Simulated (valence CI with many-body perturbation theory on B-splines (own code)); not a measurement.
E1 transitions of Eu12+

Method: valence CI with perturbative core correlation (CI+MBPT): five valence electrons over a frozen Dirac-Fock core [Kr] 4d10, a basis of 7 s, 7 p, 7 d, 7 f, 4 g, 2 h functions for each j, with the one-electron correlation potential Σ1, the two-electron term Σ2, the three-electron term Σ3, Breit, model QED; selected CI, second order for the rest, scaled by the run's own slope (own B-spline code, finite nucleus).

No measured levels were compared; by estimate terms of the open shell hold to a few per cent of their energy, and close levels can change places. Core correlation moves these levels by up to 43000 cm⁻¹, and in measured spectra 5 to 20 % of such shifts remained as error; rates that hang on mixing are uncertain with them. Among the levels kept, up to 720 cm⁻¹ of a level comes from second order outside the variational space, and about a tenth of that is noise between levels of different J, which matters for small intervals.

Lines 51 to 100 of 151 in falling wavelength, among levels below 113820 cm⁻¹, chosen from the strongest by gf and those to the six lowest levels. Wavelengths and rates use the calculated energies, so an error of 2000 cm⁻¹ moves a line at 158.8 nm by 3.2 % and its rate by three times that or more. Electric multipoles are in the length gauge, E1 and E2 with the static RPA response of the core. Weak lines are less certain than strong ones. Lines between different terms over intervals too small for the method are left out, as are lines whose strength nearly cancels. Where a level lies close to another of its J and parity, the split of strength between their lines is uncertain. The highest levels of a list are the least certain.

Names give the largest LS component (configuration and term), which can be under half, so a name can repeat, a term be missing and a line seem to break the LS rules; names also repeat where a configuration has a term twice. Letters in brackets count levels of one name in rising energy.

```
λ vac (nm)          Upper                Lower   A (s⁻¹)  S (a.u.) with core polarisation  S without
     158.8   4f⁴5s ⁶F_5/2       4f³5s² ⁴D°_5/2  1.35e+03                         1.60e-05   1.90e-05
     158.5   4f⁴5s ⁶F_5/2       4f³5s² ⁴D°_3/2  5.23e+03                         6.17e-05   7.64e-05
     156.7  4f⁴5s ⁶I_13/2      4f³5s² ²K°_13/2  3.30e+00                         8.78e-08   1.03e-07
     156.5   4f⁴5s ⁶F_1/2       4f³5s² ²P°_3/2  1.29e+01                         4.88e-08   5.95e-08
     156.0   4f⁴5s ⁶I_7/2       4f³5s² ⁴F°_9/2  5.98e+00                         8.97e-08   1.14e-07
     155.7   4f⁴5s ⁶F_7/2       4f³5s² ⁴D°_5/2  4.09e+03                         6.10e-05   7.65e-05
     155.7   4f⁴5s ⁶I_9/2  4f³5s² ²H°_11/2 [a]  4.03e+00                         7.50e-08   1.09e-07
     155.5   4f⁴5s ⁶F_3/2       4f³5s² ²P°_3/2  7.85e+00                         5.83e-08   7.11e-08
     154.6  4f⁴5s ⁶I_17/2      4f³5s² ²K°_15/2  4.98e+01                         1.63e-06   2.07e-06
     154.4   4f⁴5s ⁶S_5/2       4f³5s² ⁴D°_5/2  1.03e+02                         1.12e-06   1.24e-06
     154.1   4f⁴5s ⁶S_5/2       4f³5s² ⁴D°_3/2  1.73e+01                         1.88e-07   2.09e-07
     153.8  4f⁴5s ⁴I_11/2      4f³5s² ²I°_11/2  1.12e+02                         2.42e-06   2.89e-06
     153.6   4f⁴5s ⁶F_5/2       4f³5s² ²P°_3/2  4.08e+01                         4.38e-07   5.30e-07
     151.1  4f⁴5s ⁶I_15/2      4f³5s² ²K°_13/2  2.59e+00                         7.05e-08   9.37e-08
     151.0  4f⁴5s ⁶I_11/2  4f³5s² ²H°_11/2 [a]  8.62e+00                         1.76e-07   2.04e-07
     150.0   4f⁴5s ⁶I_7/2       4f³5s² ⁴F°_7/2  6.64e+00                         8.85e-08   1.16e-07
     149.5   4f⁴5s ⁶S_5/2       4f³5s² ²P°_3/2  2.84e+01                         2.81e-07   3.42e-07
     147.5  4f⁴5s ⁶I_11/2       4f³5s² ⁴F°_9/2  1.83e+01                         3.49e-07   4.26e-07
     146.3   4f⁴5s ⁶I_9/2       4f³5s² ⁴F°_7/2  3.36e+01                         5.19e-07   6.46e-07
     146.1  4f⁴5s ⁶I_13/2  4f³5s² ²H°_11/2 [a]  1.25e+01                         2.69e-07   3.46e-07
     146.0   4f⁴5s ⁶I_7/2       4f³5s² ⁴F°_5/2  4.50e+00                         5.53e-08   6.61e-08
     144.2   4f⁴5s ⁶F_3/2   4f³5s² ²D°_5/2 [a]  2.36e+01                         1.40e-07   1.88e-07
     144.2   4f⁴5s ⁶I_7/2   4f³5s² ²H°_9/2 [a]  2.25e+01                         2.67e-07   3.48e-07
     142.6   4f⁴5s ⁶F_5/2   4f³5s² ²D°_5/2 [a]  2.40e+01                         2.06e-07   2.46e-07
     142.4   4f⁴5s ⁶F_1/2       4f³5s² ²P°_1/2  8.60e+02                         2.45e-06   3.03e-06
     141.6   4f⁴5s ⁶F_3/2       4f³5s² ²P°_1/2  9.69e+02                         5.43e-06   6.70e-06
     140.8   4f⁴5s ⁶I_9/2   4f³5s² ²H°_9/2 [a]  2.46e+01                         3.39e-07   4.20e-07
     140.1   4f⁴5s ⁶F_7/2   4f³5s² ²D°_5/2 [a]  6.38e+01                         6.93e-07   8.59e-07
     139.1   4f⁴5s ⁶S_5/2   4f³5s² ²D°_5/2 [a]  9.16e+00                         7.30e-08   8.45e-08
     137.0  4f⁴5s ⁶I_11/2   4f³5s² ²H°_9/2 [a]  2.00e-01                         3.04e-09   2.38e-09
     136.4   4f⁴5s ⁴I_9/2   4f³5s² ²G°_9/2 [a]  1.66e+02                         2.08e-06   2.46e-06
     135.4   4f⁴5s ⁶F_1/2   4f³5s² ²D°_3/2 [a]  4.44e+02                         1.09e-06   1.34e-06
     134.6   4f⁴5s ⁶F_3/2   4f³5s² ²D°_3/2 [a]  7.63e+01                         3.67e-07   4.48e-07
     133.5   4f⁴5s ⁶F_7/2   4f³5s² ²G°_9/2 [a]  1.92e+02                         1.81e-06   2.37e-06
     133.2   4f⁴5s ⁶F_5/2   4f³5s² ²D°_3/2 [a]  8.46e+02                         5.92e-06   7.40e-06
     132.4  4f⁴5s ⁴I_11/2      4f³5s² ⁴G°_11/2  8.35e+01                         1.15e-06   1.43e-06
     132.3   4f⁴5s ⁶F_9/2      4f³5s² ⁴G°_11/2  4.18e+02                         4.77e-06   6.41e-06
     131.0  4f⁴5s ⁴I_11/2   4f³5s² ²G°_9/2 [a]  3.26e+01                         4.33e-07   4.80e-07
     130.9   4f⁴5s ⁶F_9/2   4f³5s² ²G°_9/2 [a]  2.19e+03                         2.43e-05   2.98e-05
     130.1   4f⁴5s ⁶S_5/2   4f³5s² ²D°_3/2 [a]  8.06e+01                         5.26e-07   6.38e-07
     129.0   4f⁴5s ⁴I_9/2       4f³5s² ⁴G°_7/2  1.58e+02                         1.67e-06   1.98e-06
     128.5   4f⁴5s ⁶F_5/2       4f³5s² ⁴G°_7/2  1.03e+03                         6.45e-06   8.21e-06
     128.2   4f⁴5s ⁶F_7/2       4f³5s² ⁴G°_9/2  9.88e+02                         8.23e-06   1.06e-05
     126.5   4f⁴5s ⁶F_7/2       4f³5s² ⁴G°_7/2  4.12e+03                         3.29e-05   4.08e-05
     125.9  4f⁴5s ⁴I_11/2       4f³5s² ⁴G°_9/2  3.01e+02                         3.56e-06   4.25e-06
     125.8   4f⁴5s ⁶F_9/2       4f³5s² ⁴G°_9/2  1.11e+04                         1.09e-04   1.33e-04
     125.6   4f⁴5s ⁶S_5/2       4f³5s² ⁴G°_7/2  1.29e+01                         7.60e-08   9.79e-08
     124.2   4f⁴5s ⁶F_9/2       4f³5s² ⁴G°_7/2  1.72e+03                         1.62e-05   2.00e-05
     123.6   4f⁴5s ⁶F_3/2       4f³5s² ⁴G°_5/2  2.15e+03                         8.03e-06   1.02e-05
     123.2   4f⁴5s ⁴I_9/2   4f³5s² ²G°_7/2 [a]  1.38e+03                         1.27e-05   1.52e-05
```
